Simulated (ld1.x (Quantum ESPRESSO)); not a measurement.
# potassium (K): one change to a TM potential, before and after

- Element: K (Z = 19)
- Generator: ld1.x (Quantum ESPRESSO) 7.5
- Type: norm-conserving Troullier–Martins (Kleinman–Bylander form)
- Functional: PBE
- Relativity: scalar-relativistic
- Frozen core: [Ne]
- Valence charge: 9
- Reference configuration: 3s2 3p6 4s1 4p0
- Partial waves: 3s (bound): rc 1.25 bohr; 3d channel at 0.45 Ry: rc 1.00 bohr; 4f channel at -0.05 Ry: rc 1.00 bohr; 3p (bound): rc 1.30 bohr
- Local potential: the p channel
- Core correction: none

Occupied shells without a wave of their own: 4s. They enter only through the test configuration that unscreens the potential.

All-electron outer shells of the reference configuration (PBE, scalar-relativistic, ld1.x):

| shell | level (eV) | outermost node (bohr) | outermost maximum (bohr) |
| --- | --- | --- | --- |
| 2s | -353.41 | 0.11 | 0.32 |
| 2p | -280.12 | – | 0.26 |
| 3s | -35.34 | 0.48 | 1.08 |
| 3p | -18.81 | 0.45 | 1.15 |
| 4s | -2.32 | 1.59 | 4.18 |
| 4p | -0.80 | 1.88 | 5.71 |

Change: wave 3s (bound): rc 1.25 bohr becomes 3s (bound): rc 1.08 bohr.

Cutoffs: the cutoffs (Ry, on a coarse ladder) from which the occupation-weighted sum of valence levels, in a spherical-Bessel basis at the reference potential, stays within 10 and 1 mRy of its value at 400 Ry; they do not see the model core or the augmentation charge, which bear on the density cutoff. Errors are all-electron minus pseudo energies relative to the spin-unpolarised reference configuration.

**Question.** What does the change do?

**Answer.** The potential gets neither clearly harder nor softer (70 Ry and 110 Ry → 80 Ry and 110 Ry); of the 5 tests that both files solve, the error grows in 0 and shrinks in 4 by more than 15 % and 0.3 meV (median size 11.0 → 10.1 meV); neither file shows a bound ghost. Less of the atom is replaced, so other configurations are described better.

| quantity | base | changed |
| --- | --- | --- |
| cutoff, loose | 70 Ry | 80 Ry |
| cutoff, tight | 110 Ry | 110 Ry |
| loose cutoff by channel (10 mRy a level) | s 55 Ry, p 21 Ry | s 60 Ry, p 21 Ry |
| bound ghosts | none | none |
| error for 3s2 3p6 4s0 4p0, meV [ΔE 4.31 eV] | -18 | -15 |
| error for 3s2 3p6 4s0.5 4p0, meV [ΔE 1.64 eV] | -7.0 | -5.7 |
| error for 3s2 3p6 4s0 4p1, meV [ΔE 1.55 eV] | -11 | -8.8 |
| error for 3s1 3p6 4s1 4p0, meV [ΔE 41.99 eV] | +11 | +11 |
| error for 3s2 3p5 4s1 4p0, meV [ΔE 24.93 eV] | +12 | +10 |
| s: phases at 1.40 bohr within 0.05 rad from the reference energy up to (Ry; the scan ends near 5) | to the end of the scan | to the end of the scan |
| p: phases at 1.40 bohr within 0.05 rad from the reference energy up to (Ry; the scan ends near 5) | to the end of the scan | to the end of the scan |
| d: phases at 1.40 bohr within 0.05 rad from the reference energy up to (Ry; the scan ends near 5) | to the end of the scan | to the end of the scan |
| f: phases at 1.40 bohr within 0.05 rad from the reference energy up to (Ry; the scan ends near 5) | to the end of the scan | to the end of the scan |
